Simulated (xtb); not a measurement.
H$_{2}$ISi, doublet, geometry from GFN2-xTB; GFN1-xTB run with xtb.

Input for xtb:
```
$ xtb mol.xyz --gfn 1 --uhf 1 --json

# file mol.xyz
4

Si    -1.84359992     0.03632497     0.38543371
I      0.57775042    -0.01202724    -0.09551073
H     -2.37465293     1.28448625    -0.13593458
H     -2.43572063    -1.15559223    -0.19806885
```

The log (banner, timings and long lists left out):

```
   ID    Z sym.   atoms
    1   14 Si     1
    2   53 I      2
    3    1 H      3, 4

           -------------------------------------------------
          |                Calculation Setup                |
           -------------------------------------------------

           -------------------------------------------------
          |                 G F N 1 - x T B                 |
           -------------------------------------------------

          ...................................................
          :                      SETUP                      :
          :.................................................:
          :  # basis functions                  24          :
          :  # atomic orbitals                  22          :
          :  # shells                           10          :
          :  # electrons                        13          :
          :  # halogen bonds                     0          :
          :  max. iterations                   250          :
          :  Hamiltonian                  GFN1-xTB          :
          :  restarted?                      false          :
          :  GBSA solvation                  false          :
          :  PC potential                    false          :
          :  electronic temp.          300.0000000     K    :
          :  accuracy                    1.0000000          :
          :  -> integral cutoff          0.2500000E+02      :
          :  -> integral neglect         0.1000000E-07      :
          :  -> SCF convergence          0.1000000E-05 Eh   :
          :  -> wf. convergence          0.2000000E-04 e    :
          :  Broyden damping             0.4000000          :
          :  net charge                          0          :
          :  unpaired electrons                  1          :
          ...................................................

 iter      E             dE          RMSdq      gap      omega  full diag
   1     -6.7067472 -0.670675E+01  0.690E+00    3.24       0.0  T
   2     -6.8233146 -0.116567E+00  0.376E+00    2.51       1.0  T
   3     -6.8842311 -0.609165E-01  0.163E+00    2.90       1.0  T
   4     -6.8808414  0.338964E-02  0.883E-01    2.96       1.0  T
   5     -6.8849687 -0.412725E-02  0.191E-01    2.89       1.0  T
   6     -6.8851564 -0.187760E-03  0.204E-02    2.91       2.4  T
   7     -6.8851576 -0.114316E-05  0.117E-02    2.91       4.3  T
   8     -6.8851580 -0.388725E-06  0.214E-03    2.91      23.4  T
   9     -6.8851580 -0.163008E-07  0.948E-04    2.91      52.7  T
  10     -6.8851580 -0.383190E-08  0.274E-05    2.91    1823.6  T
  11     -6.8851580 -0.306688E-11  0.278E-06    2.91   17963.0  T

   *** convergence criteria satisfied after 11 iterations ***

         :::::::::::::::::::::::::::::::::::::::::::::::::::::
         ::                     SUMMARY                     ::
         :::::::::::::::::::::::::::::::::::::::::::::::::::::
         :: total energy              -6.853838805915 Eh    ::
         :: gradient norm              0.026601650438 Eh/a0 ::
         :: HOMO-LUMO gap              2.908038735148 eV    ::
         ::.................................................::
         :: SCC energy                -6.885158001996 Eh    ::
         :: -> electrostatic           0.001078276511 Eh    ::
         :: repulsion energy           0.032442012859 Eh    ::
         :: dispersion energy         -0.001122816778 Eh    ::
         :: halogen bond corr.         0.000000000000 Eh    ::
         :: add. restraining           0.000000000000 Eh    ::
         :: total charge              -0.000000000000 e     ::
         :::::::::::::::::::::::::::::::::::::::::::::::::::::

           -------------------------------------------------
          |                Property Printout                |
           -------------------------------------------------

    * Orbital Energies and Occupations

         #    Occupation            Energy/Eh            Energy/eV
      -------------------------------------------------------------
         1        2.0000           -0.8796631             -23.9369
         2        2.0000           -0.6060984             -16.4928
         3        2.0000           -0.4729542             -12.8697
         4        2.0000           -0.4576072             -12.4521
         5        2.0000           -0.4369247             -11.8893
         6        2.0000           -0.4318560             -11.7514
         7        1.0000           -0.3180113              -8.6535 (HOMO)
         8                         -0.2111429              -5.7455 (LUMO)
         9                         -0.1699312              -4.6241
        10                         -0.1615781              -4.3968
        11                         -0.1021125              -2.7786
        12                         -0.1004964              -2.7346
        13                         -0.0663333              -1.8050
        14                         -0.0644825              -1.7547
        15                         -0.0613393              -1.6691
        16                         -0.0576399              -1.5685
        17                         -0.0154830              -0.4213
        18                          0.1295689               3.5257
       ...                                ...                  ...
        22                          1.3993217              38.0775
      -------------------------------------------------------------
                  HL-Gap            0.1068685 Eh            2.9080 eV
             Fermi-level           -0.3197554 Eh           -8.7010 eV

  Mulliken/CM5 charges         n(s)   n(p)   n(d)
     1Si    0.13906 -0.09454   1.407  1.929  0.525
     2I    -0.01721  0.04311   1.984  5.011  0.022
     3H    -0.06093  0.02572   1.061  0.000  0.000
     4H    -0.06093  0.02572   1.061  0.000  0.000

Wiberg/Mayer (AO) data.
largest (>0.10) Wiberg bond orders for each atom

 ---------------------------------------------------------------------------
     #   Z sym  total        # sym  WBO       # sym  WBO       # sym  WBO
 ---------------------------------------------------------------------------
     1  14 Si   3.458 --     2 I    1.560     3 H    0.949     4 H    0.949
     2  53 I    1.623 --     1 Si   1.560
     3   1 H    1.007 --     1 Si   0.949
     4   1 H    1.007 --     1 Si   0.949
 ---------------------------------------------------------------------------

Topologies differ in total number of bonds
Writing topology from bond orders to xtbtopo.mol

 dipole moment from electron density (au)
     X       Y       Z
  -0.2986   0.0063   0.0445  total (Debye):    0.768

           -------------------------------------------------
          | TOTAL ENERGY               -6.853838805915 Eh   |
          | GRADIENT NORM               0.026601650438 Eh/α |
          | HOMO-LUMO GAP               2.908038735148 eV   |
           -------------------------------------------------

normal termination of xtb
```
